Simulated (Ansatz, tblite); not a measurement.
Cost and result up the ladder for Ga₆N₇H₂₄⁺, a cluster cut from zinc blende GaN (hydrogen-capped) (37 atoms). Total charge 1; singlet. Geometry: PBE-D4/def2-SVP.

```xyz
37

Ga   -0.804    2.765   -2.649
Ga   -0.083   -3.848   -0.707
Ga   -0.630   -0.545   -1.623
Ga    0.149    0.527    1.733
Ga    0.037    3.853    0.712
Ga    0.710   -2.776    2.671
N     0.329    1.045   -2.310
N    -1.271    3.455   -0.793
N     0.664   -2.027   -1.403
N    -0.540   -3.513    1.246
N     1.110    2.082    0.972
N     1.423   -0.981    1.882
N    -1.111   -0.038    0.267
H     0.220    3.792   -3.253
H    -2.126    2.173   -3.269
H     1.164   -4.804   -0.707
H    -1.446   -3.966   -1.488
H    -1.874   -0.934   -2.479
H    -0.589    0.848    3.069
H     1.090    4.860    0.123
H    -0.799    3.932    2.045
H     1.966   -3.720    2.683
H    -0.189   -2.278    3.865
H     0.624    0.819   -3.275
H     1.214    1.274   -1.837
H    -1.597    4.412   -1.022
H    -2.131    3.012   -0.434
H     0.967   -2.299   -2.354
H     1.546   -1.786   -0.931
H    -1.491   -3.126    1.347
H    -0.663   -4.485    1.583
H     1.696    1.883    0.149
H     1.794    2.382    1.687
H     2.009   -1.152    1.052
H     2.109   -0.716    2.609
H    -1.820    0.708    0.192
H    -1.657   -0.828    0.646
```

Ansatz on 2 threads of AMD EPYC 7R13 on a shared host and a share (18 GiB) of an NVIDIA H100 80GB HBM3; xTB runs through tblite on one thread. Times are rough, summed over both states, and most runs start from the orbitals of an earlier one. PBE0-D4/def2-TZVP serves as the yardstick here, not as an exact answer. The other state is a doublet.

The xTB rows come from tblite. HSE06 is defined as in plane-wave codes, on full-range PBE exchange. Single mean-field runs in def2-TZVP are fitted with def2-universal-jkfit. HOMO above LUMO, or a gap near zero within one spin, warns that the state may not be the lowest or that an electron is smeared out.

Run but left out: PBE-D4/def2-TZVP (charge +2 doublet: an occupied level 0.05 eV above an empty one).

Raw xTB energies of ions are shifted by several eV.

```json
{"level": "GFN2-xTB", "functions": "106", "wall time": "0.13 s", "vertical IE (eV)": "15.85", "difference from PBE0-D4/def2-TZVP (eV)": "3.50", "remarks": "–"}
{"level": "GFN1-xTB", "functions": "130", "wall time": "0.18 s", "vertical IE (eV)": "15.74", "difference from PBE0-D4/def2-TZVP (eV)": "3.39", "remarks": "–"}
{"level": "PBE0-D4/def2-TZVP", "functions": "649", "wall time": "13 s", "vertical IE (eV)": "12.36", "difference from PBE0-D4/def2-TZVP (eV)": "0.00", "remarks": "–"}
{"level": "HSE06-D4/def2-TZVP (with forces)", "functions": "649", "wall time": "20 s", "vertical IE (eV)": "12.25", "difference from PBE0-D4/def2-TZVP (eV)": "-0.11", "remarks": "gap within one spin near zero (+2 doublet)"}
```
